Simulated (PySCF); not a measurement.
Calculated properties of `C=C/C=C/B(C)C`

Compound: C6H11B.
Atom-mapped SMILES: `[CH2:1]=[CH:2]/[CH:3]=[CH:4]/[B:5]([CH3:6])[CH3:7]` (hydrogens: H8, H9 on C1; H10 on C2; H11 on C3; H12 on C4; H13, H14, H15 on C6; H16, H17, H18 on C7)

Some functional groups and rings: C=C double bond and three-coordinate boron.

From PBE0-D3(BJ)/def2-SVP geometry optimisation, gas phase (PySCF):

- Rotational constants A, B, C: 6.470, 1.082, 0.938 GHz

**wB97X-D/def2-SVPD ground state, ΔSCF and vertical TDDFT (core frozen in the response) (PySCF)**

- Dipole moment: 0.85 D
- HOMO energy: -8.74 eV
- LUMO energy: -0.11 eV
- HOMO–LUMO gap: 8.63 eV
- Lowest singlet excitation: 5.09 eV (244 nm, f = 0.798)
- Strongest line among the 10 lowest singlet transitions: S1 at 5.09 eV (244 nm, f = 0.798)
- Lowest triplet excitation (Tamm–Dancoff): 2.89 eV
- Static isotropic polarisability: 99.2 au
- Vertical ionisation energy: 8.85 eV
- Vertical electron affinity: 0.12 eV
- Electronic spatial extent ⟨r²⟩ about the centre of nuclear charge: 1257 bohr²

**PBE0/pcSseg-1 ground state and GIAO shieldings, non-relativistic (PySCF)**

- Lowest Hirshfeld atomic charge: -0.19 e on C6/C7
- Highest Hirshfeld atomic charge: +0.18 e on B5
- 13C chemical shifts (computed TMS as zero) by class: 160.4 (C3), 148.2 (C2), 145.1 (C4), 133.4 (C1), 12.7 (C6/C7) ppm
- 1H chemical shifts (computed TMS as zero) by class: 7.33 (H11), 6.70 (H10), 6.48 (H12), 5.85 (H8), 5.78 (H9), 0.90 (H13/H14/H15/H16/H17/H18) ppm
- Isotropic shieldings of nuclei other than C and H, by class: 26 (B5) ppm
- Mayer bond orders between heavy atoms: C1–C2 1.88, C2–C3 1.10, C3–C4 1.75, C4–B5 1.00, B5–C6 1.03, B5–C7 1.05

B3LYP/pcJ-1 indirect spin-spin coupling, non-relativistic, gas phase; spin–dipole term left out for some pairs (PySCF):

* Largest of the computed one-bond spin–spin couplings (means over like bonds): 13C–1H +170.8 (C1–H9), 13C–1H +166.2 (C1–H8), 13C–1H +161.6 (C2–H10), 13C–1H +159.3 (C3–H11), 13C–1H +143.2 (C4–H12), 13C–1H +123.0 (C6–H13 and 5 like it), 13C–13C +74.8 (C1–C2), 13C–11B +65.0 (C4–B5) Hz

Monoisotopic mass (most abundant isotopes): 94.0954 u.

With B = h/(8π²I), that is 505.379 GHz u Å² over I, the principal moments of inertia are 78.1, 467.3 and 539.0 u Å² (most abundant isotopes). In atomic units the dipole is 0.33 e·bohr (1 au = 2.5417 D). No computed singlet falls in the visible range (750 to 380 nm, 1.65 to 3.26 eV); S1 lies 1.83 eV above its blue end. From the two ΔSCF values, the fundamental gap I − A is 8.73 eV and the Mulliken electronegativity (I + A)/2 is 4.49 eV. The largest Löwdin shares of the HOMO are 0.26 on C4, 0.23 on C1, 0.18 on C3 and 0.18 on C2. The 10 singlets span 5.09 to 7.67 eV, and their oscillator strengths add up to 0.91. The polarisability is 14.70 Å³ as a volume (1 au = 0.148185 Å³), or 1.91 au for each of the 52 electrons.

 NMR classes are plain means over equivalent atoms (diastereotopic ones count apart unless rotation or inversion swaps them), as if these changed places fast; in this geometry the members of some classes differ.

For the geometry optimisation (PBE0-D3(BJ)/def2-SVP), time: 3.1 min; peak memory 0.66 GiB. Hardware: one thread of an Arm Neoverse N1, shared host with 64 logical CPUs at a one-minute load of 61.

Shape of the structure used: `[CH2:1]=[CH:2]/[CH:3]=[CH:4]/[B:5]([CH3:6])[CH3:7]`: C1–C2–C3–C4 180°, C3–C4–B5–C6 -176°.

One conformer stands for the species.
